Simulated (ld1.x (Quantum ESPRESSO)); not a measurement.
## germanium, ultrasoft: configuration errors across variants

ld1.x (Quantum ESPRESSO) 7.5 input, shortened:

```
&input
   title='Ge', zed=32., rel=1, dft='PBESOL', iswitch=3,
   config='[Ar] 3d10 4s1.5 4p2.5'
 /
 &inputp
   pseudotype=3, tm=.true., lloc=-1, rcloc=1.05,
   nlcc=.false.,
   which_augfun='PSQ', rmatch_augfun_nc=.true.
 /
6
4S  1  0   1.50   0.00  1.20  1.65  0.0
4S  1  0   0.00   0.70  1.20  1.65  0.0
4P  2  1   2.50   0.00  2.05  2.30  0.0
4P  2  1   0.00   3.30  2.05  2.30  0.0
3D  3  2  10.00   0.00  1.00  1.10  0.0
3D  3  2   0.00  -1.55  1.00  1.10  0.0
 &test
   configts(1)='3d10 4s1.5 4p2.5'
 /
```

All-electron excitation energies from the reference (eV): (1) 3d10 4s2 4p2 -3.957; (2) 3d10 4s2 4p1 3.496; (3) 3d10 4s2 4p0 18.944; (4) 3d10 4s1 4p0 53.732; (5) 3d10 4s0 4p0 99.867; (6) 3d10 4s2 4p1.5 -1.153; (7) 3d10 4s1 4p2 12.225.

A true bound ghost makes a file unfit for plane-wave use even where its test errors are small: the radial tests pick states by their node count and pass the ghost by.

Errors AE − PS in meV (a dash: test not solved or not reliable):

| change | (1) | (2) | (3) | (4) | (5) | (6) | (7) | bound ghosts |
| --- | --- | --- | --- | --- | --- | --- | --- | --- |
| base | +1.6 | -0.4 | -13 | -19 | +74 | +1.2 | -0.9 | s |
| waves 4p (bound): rcut 1.90, rcutus 2.02 bohr; 4p channel at 3.3 Ry: rcut 1.90, rcutus 2.02 bohr | +1.9 | +0.9 | -7.0 | -16 | +71 | +1.9 | -0.4 | s |
| waves 4p (bound): rcut 2.05, rcutus 2.20 bohr; 4p channel at 3.3 Ry: rcut 2.05, rcutus 2.20 bohr | +2.2 | +0.8 | -11 | -29 | +49 | +2.1 | -0.9 | s |
| waves 4p (bound): rcut 2.05, rcutus 2.62 bohr; 4p channel at 3.3 Ry: rcut 2.05, rcutus 2.62 bohr | +0.1 | -0.2 | -16 | -3.1 | – | – | – | s |
| waves 4p (bound): rcut 2.05, rcutus 3.02 bohr; 4p channel at 3.3 Ry: rcut 2.05, rcutus 3.02 bohr | -0.4 | -3.8 | -18 | +6.8 | – | – | – | s |
| waves 4p (bound): rcut 2.05, rcutus 3.38 bohr; 4p channel at 3.3 Ry: rcut 2.05, rcutus 3.38 bohr | -1.0 | -4.8 | -21 | +14 | – | – | – | s |

Problem. Give the same row for: waves 4p (bound): rcut 1.50, rcutus 1.60 bohr; 4p channel at 3.3 Ry: rcut 1.50, rcutus 1.60 bohr.

Solution. +1.1, +0.1, -2.8, +5.7, +116, +0.7, +0.4; bound ghosts: s.
